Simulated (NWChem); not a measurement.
System: C$_{3}$H$_{9}$ClSi; SMILES C[Si](C)(C)Cl

Output (shortened):

```
             Northwest Computational Chemistry Package (NWChem) 7.3.0
             --------------------------------------------------------

                             Geometry "geometry" -> ""
                             -------------------------

 Output coordinates in angstroms (scale by  1.889725989 to convert to a.u.)

  No.       Tag          Charge          X              Y              Z
 ---- ---------------- ---------- -------------- -------------- --------------
    1 C                    6.0000     0.83238300    -1.58124000     0.89851400
    2 Si                  14.0000     0.00000000     0.00000000     0.34184800
    3 C                    6.0000     0.95320300     1.51148400     0.89851400
    4 C                    6.0000    -1.78558500     0.06975600     0.89851400
    5 Cl                  17.0000     0.00000000     0.00000000    -1.75426200
    6 H                    1.0000     0.86137700    -1.63607800     1.99902600
    7 H                    1.0000     0.29055000    -2.46391800     0.52583900
    8 H                    1.0000     1.86665100    -1.63386000     0.52565500
    9 H                    1.0000     0.48163900     2.43349800     0.52565500
   10 H                    1.0000     0.98619700     1.56401300     1.99902600
   11 H                    1.0000     1.98854100     1.48358300     0.52583900
   12 H                    1.0000    -1.84757400     0.07206500     1.99902600
   13 H                    1.0000    -2.34829000    -0.79963700     0.52565500
   14 H                    1.0000    -2.27909100     0.98033600     0.52583900

 Effective nuclear repulsion energy (a.u.)     298.2045206698

                                 NWChem DFT Module
                                 -----------------

 Summary of "ao basis" -> "ao basis" (spherical)
 ------------------------------------------------------------------------------
       Tag                 Description            Shells   Functions and Types
 ---------------- ------------------------------  ------  ---------------------
 C                          def2-svp                 6       14   3s2p1d
 Si                         def2-svp                 8       18   4s3p1d
 Cl                         def2-svp                 8       18   4s3p1d
 H                          def2-svp                 3        5   2s1p

            General Information
            -------------------
          SCF calculation type: DFT
          Wavefunction type:  closed shell.
          No. of atoms     :    14
          No. of electrons :    58
           Alpha electrons :    29
            Beta electrons :    29
          Charge           :     0
          Spin multiplicity:     1
          Use of symmetry is: off; symmetry adaption is: off
          Maximum number of iterations: 150
          AO basis - number of functions:   123
                     number of shells:    61
          Convergence on energy requested:  1.00D-06
          Convergence on density requested:  1.00D-05
          Convergence on gradient requested:  5.00D-04

              XC Information
              --------------
                         B3LYP Method XC Potential
                     Hartree-Fock (Exact) Exchange  0.200
                        Slater Exchange Functional  0.800 local
                    Becke 1988 Exchange Functional  0.720 non-local
              Lee-Yang-Parr Correlation Functional  0.810
                  VWN I RPA Correlation Functional  0.190 local

             Grid Information
             ----------------
          Grid used for XC integration:  medium
          Radial quadrature: Mura-Knowles
          Angular quadrature: Lebedev.
          Tag              B.-S. Rad. Rad. Pts. Rad. Cut. Ang. Pts.
          ---              ---------- --------- --------- ---------
          C                   0.70       49          11.0       434
          Si                  1.10       88           8.0       590
          Cl                  1.00       88          11.0       590
          H                   0.35       45          12.0       434
          Grid pruning is: on
          Number of quadrature shells:   728
          Spatial weights used:  Erf1

      Superposition of Atomic Density Guess
      -------------------------------------

 Sum of atomic energies:        -865.43000619

      Non-variational initial energy
      ------------------------------

 Total energy =    -868.137123
 1-e energy   =   -1784.164535
 2-e energy   =     617.822892
 HOMO         =      -0.364325
 LUMO         =       0.078096

     ---------------------------------------------
      Total Density - Mulliken Population Analysis
     ---------------------------------------------

    Atom       Charge   Shell Charges
 -----------   ------   -------------------------------------------------------
    1 C    6     6.58   1.99  0.97  0.26  2.13  1.22  0.01
    2 Si  14    13.05   2.00  1.99  0.97  0.08  5.93  0.99  0.82  0.27
    3 C    6     6.58   1.99  0.97  0.26  2.13  1.22  0.01
    4 C    6     6.58   1.99  0.97  0.26  2.13  1.22  0.01
    5 Cl  17    17.45   2.00  1.99  1.22  0.72  5.94  2.17  3.39  0.01
    6 H    1     0.86   0.65  0.19  0.03
    7 H    1     0.86   0.65  0.19  0.03
    8 H    1     0.86   0.65  0.19  0.03
    9 H    1     0.86   0.65  0.19  0.03
   10 H    1     0.86   0.65  0.19  0.03
   11 H    1     0.86   0.65  0.19  0.03
   12 H    1     0.86   0.65  0.19  0.03
   13 H    1     0.86   0.65  0.19  0.03
   14 H    1     0.86   0.65  0.19  0.03

   convergence    iter        energy       DeltaE   RMS-Dens  Diis-err
 ---------------- ----- ----------------- --------- --------- ---------
 d= 0,ls=0.0,diis     1   -869.1857390441 -1.17D+03  7.50D-03  4.26D-01
 d= 0,ls=0.0,diis     2   -869.2191094833 -3.34D-02  3.99D-03  9.63D-02
 d= 0,ls=0.0,diis     3   -869.2288277583 -9.72D-03  1.44D-03  2.90D-02
 d= 0,ls=0.0,diis     4   -869.2329608833 -4.13D-03  9.70D-05  1.25D-04
 d= 0,ls=0.0,diis     5   -869.2329735198 -1.26D-05  4.16D-05  2.63D-05
  Resetting Diis
 d= 0,ls=0.0,diis     6   -869.2329771158 -3.60D-06  8.83D-06  1.22D-06
 d= 0,ls=0.0,diis     7   -869.2329772969 -1.81D-07  1.57D-06  9.29D-09

         Total DFT energy =     -869.232977296865
      One electron energy =    -1789.642866093515
           Coulomb energy =      691.089041871548
    Exchange-Corr. energy =      -68.883673744697
 Nuclear repulsion energy =      298.204520669799

 Numeric. integr. density =       57.999963065236

                       DFT Final Molecular Orbital Analysis
                       ------------------------------------

 Vector   27  Occ=2.000000D+00  E=-3.323354D-01
              MO Center=  1.5D-01, -2.4D-01, -7.0D-02, r^2= 4.2D+00
   Bfn.  Coefficient  Atom+Function         Bfn.  Coefficient  Atom+Function
  ----- ------------  ---------------      ----- ------------  ---------------
    72      0.303617   5 Cl py                5     -0.266992   1 C  py
    69      0.235272   5 Cl py               23      0.201398   2 Si py
    37     -0.180177   3 C  py               26      0.174477   2 Si py
    71     -0.149107   5 Cl px               50      0.139200   4 C  px
     4      0.137370   1 C  px               66      0.137254   5 Cl py

 Vector   28  Occ=2.000000D+00  E=-2.898427D-01
              MO Center= -2.5D-01, -3.7D-02, -7.5D-01, r^2= 3.6D+00
   Bfn.  Coefficient  Atom+Function         Bfn.  Coefficient  Atom+Function
  ----- ------------  ---------------      ----- ------------  ---------------
    71      0.519424   5 Cl px               68      0.379151   5 Cl px
    50      0.238295   4 C  px               65      0.220867   5 Cl px
    49      0.204003   4 C  s                53      0.162096   4 C  px
    22     -0.159106   2 Si px                3     -0.118484   1 C  s
     5     -0.113584   1 C  py               52     -0.104730   4 C  pz

 Vector   29  Occ=2.000000D+00  E=-2.898424D-01
              MO Center=  2.5D-01,  3.7D-02, -7.5D-01, r^2= 3.6D+00
   Bfn.  Coefficient  Atom+Function         Bfn.  Coefficient  Atom+Function
  ----- ------------  ---------------      ----- ------------  ---------------
    72      0.519425   5 Cl py               69      0.379153   5 Cl py
    66      0.220869   5 Cl py               37      0.189450   3 C  py
    35     -0.186187   3 C  s                 5      0.179330   1 C  py
     3      0.167158   1 C  s                23     -0.159104   2 Si py
    40      0.118000   3 C  py                8      0.108867   1 C  py

 Vector   30  Occ=0.000000D+00  E= 4.085716D-02
              MO Center=  2.7D-06,  8.5D-06,  1.2D+00, r^2= 8.3D+00
   Bfn.  Coefficient  Atom+Function         Bfn.  Coefficient  Atom+Function
  ----- ------------  ---------------      ----- ------------  ---------------
     3      1.510372   1 C  s                35      1.510356   3 C  s
    49      1.510356   4 C  s                18     -0.905832   2 Si s
    80     -0.584044   6 H  s               100     -0.584057  10 H  s
   110     -0.584053  12 H  s                85     -0.571784   7 H  s
    90     -0.571788   8 H  s                95     -0.571798   9 H  s

 Vector   31  Occ=0.000000D+00  E= 5.803234D-02
              MO Center=  4.9D-07, -1.4D-05,  3.7D-01, r^2= 4.7D+00
   Bfn.  Coefficient  Atom+Function         Bfn.  Coefficient  Atom+Function
  ----- ------------  ---------------      ----- ------------  ---------------
    27      1.002950   2 Si pz               73      0.572180   5 Cl pz
    80     -0.529994   6 H  s               100     -0.529965  10 H  s
   110     -0.529977  12 H  s                64      0.483121   5 Cl s
    17     -0.380179   2 Si s                24      0.358892   2 Si pz
    63      0.228062   5 Cl s                70      0.214716   5 Cl pz

 Vector   32  Occ=0.000000D+00  E= 8.303276D-02
              MO Center=  8.7D-02,  6.0D-01,  7.6D-01, r^2= 7.6D+00
   Bfn.  Coefficient  Atom+Function         Bfn.  Coefficient  Atom+Function
  ----- ------------  ---------------      ----- ------------  ---------------
    35      2.166828   3 C  s                49     -1.482002   4 C  s
   100     -0.835736  10 H  s                95     -0.777377   9 H  s
   105     -0.712754  11 H  s                26     -0.697609   2 Si py
     3     -0.684808   1 C  s                25     -0.679072   2 Si px
   120      0.625976  14 H  s               110      0.571439  12 H  s

     ---------------------------------------------
      Total Density - Mulliken Population Analysis
     ---------------------------------------------

    Atom       Charge   Shell Charges
 -----------   ------   -------------------------------------------------------
    1 C    6     6.21   1.98  0.90  0.20  2.14  0.97  0.02
    2 Si  14    13.48   2.00  1.98  1.06  0.03  5.93  1.26  0.89  0.34
    3 C    6     6.21   1.98  0.90  0.20  2.14  0.97  0.02
    4 C    6     6.21   1.98  0.90  0.20  2.14  0.97  0.02
    5 Cl  17    17.30   2.00  1.98  1.26  0.70  5.93  2.17  3.24  0.02
    6 H    1     0.96   0.73  0.20  0.02
    7 H    1     0.95   0.73  0.20  0.02
    8 H    1     0.95   0.73  0.20  0.02
    9 H    1     0.95   0.73  0.20  0.02
   10 H    1     0.96   0.73  0.20  0.02
   11 H    1     0.95   0.73  0.20  0.02
   12 H    1     0.96   0.73  0.20  0.02
   13 H    1     0.95   0.73  0.20  0.02
   14 H    1     0.95   0.73  0.20  0.02

     -------------------------------------------
      Total Density - Lowdin Population Analysis
     -------------------------------------------

    Atom       Charge   Shell Charges
 -----------   ------   -------------------------------------------------------
    1 C    6     6.25   1.96  0.59  0.33  1.91  1.41  0.05
    2 Si  14    13.46   2.00  1.93  0.65  0.28  5.81  1.30  0.99  0.51
    3 C    6     6.25   1.96  0.59  0.33  1.91  1.41  0.05
    4 C    6     6.25   1.96  0.59  0.33  1.91  1.41  0.05
    5 Cl  17    17.11   2.00  1.96  1.05  0.80  5.82  2.28  3.19  0.02
    6 H    1     0.96   0.63  0.27  0.07
    7 H    1     0.96   0.63  0.27  0.07
    8 H    1     0.96   0.63  0.27  0.07
    9 H    1     0.96   0.63  0.27  0.07
   10 H    1     0.96   0.63  0.27  0.07
   11 H    1     0.96   0.63  0.27  0.07
   12 H    1     0.96   0.63  0.27  0.07
   13 H    1     0.96   0.63  0.27  0.07
   14 H    1     0.96   0.63  0.27  0.07

     Multipole analysis of the density
     ---------------------------------

     L   x y z        total         alpha         beta         nuclear
     -   - - -        -----         -----         ----         -------
     0   0 0 0     -0.000000    -29.000000    -29.000000     58.000000

     1   1 0 0     -0.000000     -0.000006     -0.000006      0.000011
     1   0 1 0      0.000010      0.000003      0.000003      0.000004
     1   0 0 1      0.839059      0.147192      0.147192      0.544676

     2   2 0 0    -34.153325   -110.514471   -110.514471    186.875617
     2   1 1 0     -0.000002      0.000016      0.000016     -0.000033
     2   1 0 1     -0.000007     -0.000013     -0.000013      0.000019
     2   0 2 0    -34.153329   -110.514453   -110.514453    186.875577
     2   0 1 1     -0.000004     -0.000004     -0.000004      0.000004
     2   0 0 2    -36.063584   -164.679523   -164.679523    293.295462

                     NWChem Electrostatic Potential Fit Module
                     -----------------------------------------

 Atom parameters

 Number of atoms is                                   14
 Number of basis functions is                        123

 Grid parameters

 Maximum number of grid points is                  51438
 Number of grid points is                          51437
 Grid range                                     0.300000 nm
 Grid spacing                                   0.020000 nm
 Probe radius                                   0.070000 nm
 Atom radius factor                             1.000000

 Atomic radii

    1    0.100000
    6    0.147000
   14    0.187000
   17    0.169000
 FASTESP  F
  using M.O. file = ./job.movecs

    Atom              Coordinates                           Charge

                                                  ESP

    1 C     0.083238   -0.158124    0.089851   -0.302983
    2 Si    0.000000    0.000000    0.034185    0.653887
    3 C     0.095320    0.151148    0.089851   -0.296224
    4 C    -0.178559    0.006976    0.089851   -0.309108
    5 Cl    0.000000    0.000000   -0.175426   -0.304507
    6 H     0.086138   -0.163608    0.199903    0.059060
    7 H     0.029055   -0.246392    0.052584    0.064045
    8 H     0.186665   -0.163386    0.052566    0.063681
    9 H     0.048164    0.243350    0.052566    0.062059
   10 H     0.098620    0.156401    0.199903    0.056929
   11 H     0.198854    0.148358    0.052584    0.061893
   12 H    -0.184757    0.007207    0.199903    0.060028
   13 H    -0.234829   -0.079964    0.052566    0.065580
   14 H    -0.227909    0.098034    0.052584    0.065660
                                            ------------
                                               -0.000000

 Dipole moment                                  0.934964

 Quadrupole moment Qxx                          4.444074
                   Qyy                          4.452629
                   Qzz                         -8.896704

 RMS deviation kJ/mol                           0.045891

 RRMS %                                        34.799278
```

Level: B3LYP/def2-SVP. Coordinates come from a PBE0/def2-SVP optimisation. B3LYP is NWChem's, with the RPA form of VWN correlation.

Problem. Reconstruct the input file.

Solution. This is not unique; one that fits is the input that was run:
```
start job
memory heap 200 mb stack 900 mb global 1100 mb
geometry units angstroms noautosym nocenter noautoz
  C      0.832383    -1.581240     0.898514
  Si     0.000000     0.000000     0.341848
  C      0.953203     1.511484     0.898514
  C     -1.785585     0.069756     0.898514
  Cl     0.000000     0.000000    -1.754262
  H      0.861377    -1.636078     1.999026
  H      0.290550    -2.463918     0.525839
  H      1.866651    -1.633860     0.525655
  H      0.481639     2.433498     0.525655
  H      0.986197     1.564013     1.999026
  H      1.988541     1.483583     0.525839
  H     -1.847574     0.072065     1.999026
  H     -2.348290    -0.799637     0.525655
  H     -2.279091     0.980336     0.525839
end
basis spherical
  C library def2-svp
  Si library def2-svp
  Cl library def2-svp
  H library def2-svp
end
dft
  xc b3lyp
  iterations 150
  mulliken
end
task dft energy
esp
  recalculate
  probe 0.07
  range 0.3
  factor 1.0
  spacing 0.02
end
task esp
```
